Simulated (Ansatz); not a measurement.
A nudged elastic band was laid between two geometries of F2H5NO2Zr (11 atoms, charge 0, multiplicity 1).

The calculation used RHF/def2-SVP (Ansatz 0.2.0).

```yaml
movable_images: 5
climbing_image: yes
spring: 5.0 eV/Å²
optimiser: quadratic models (default)
start_path: through a guess of the saddle point
force_threshold: 0.03 eV/Å
iteration_limit: 60
end_points: relaxed
```

Image 0:

```xyz
11
Properties=species:S:1:pos:R:3
Zr 0.054 -0.030 0.258
F -0.133 -0.244 2.182
O 1.835 -0.400 -0.461
H 2.353 -1.004 -0.964
F -0.920 1.412 -0.612
O -0.974 -1.542 -0.350
H -1.528 -2.249 -0.622
N 1.232 1.985 1.117
H 2.199 1.962 0.837
H 0.823 2.831 0.755
H 1.200 2.028 2.123
```

Image 6:

```xyz
11
Properties=species:S:1:pos:R:3
Zr 0.392 0.253 -0.272
F 1.018 -0.308 2.121
O 2.027 -0.662 -0.699
H 2.761 -1.231 -0.845
F -0.048 1.128 -1.926
O -1.215 -0.719 0.135
H -1.908 -1.313 0.358
N 0.701 1.921 1.046
H 1.492 2.534 0.925
H -0.072 2.504 1.329
H 0.993 0.642 2.092
```

(1) Which bonds break or form, and what moves?

(2) What energy profile does the band end with?

(3) What is the geometry of the highest image?

The band took 40 iterations and of the order of 7 core-minutes.

Results:

(1) Bonds broken: N8–H11. Bonds formed: F2–H11.

(2) It converged. The highest image is number 5 of 0 to 6, 43.7 kcal/mol above the first end and 0.1 kcal/mol above the last; the last end lies 43.6 kcal/mol above the first. Neighbouring images differ by up to 1.5 eV, so the band resolves the path poorly. The top lies less than 8 meV above the higher end, about what the thresholds resolve: that end is a shoulder or a very shallow well. A vibrational analysis at the climbing image gives one clearly imaginary mode, 181i cm⁻¹: a first-order saddle point. The orbitals stay closed-shell, which can raise the energy where a bond breaks towards radicals; this wasn't checked here.

```csv
image,path coordinate (Å),energy (kcal/mol),N8–H11 (Å),F2–H11 (Å)
0,0.00,0.0,1.01,2.63
1,0.95,0.1,1.01,2.71
2,1.90,2.1,1.01,2.52
3,2.85,5.1,1.01,2.37
4,3.80,10.1,1.01,1.93
5,4.76,43.7,1.51,1.00
6,5.00,43.6,1.68,0.95
```

(3) 
```xyz
11
Properties=species:S:1:pos:R:3
Zr 0.399 0.216 -0.216
F 1.035 -0.255 2.059
O 2.007 -0.690 -0.743
H 2.733 -1.249 -0.953
F -0.066 1.173 -1.819
O -1.206 -0.777 0.136
H -1.909 -1.374 0.316
N 0.718 1.920 1.117
H 1.495 2.542 0.961
H -0.061 2.500 1.387
H 0.996 0.740 2.018
```

The run took 3.4 min on 2 threads of AMD EPYC 9R45 96-Core Processor (Zen 5), with other jobs on the host, peak memory 0.31 GiB.
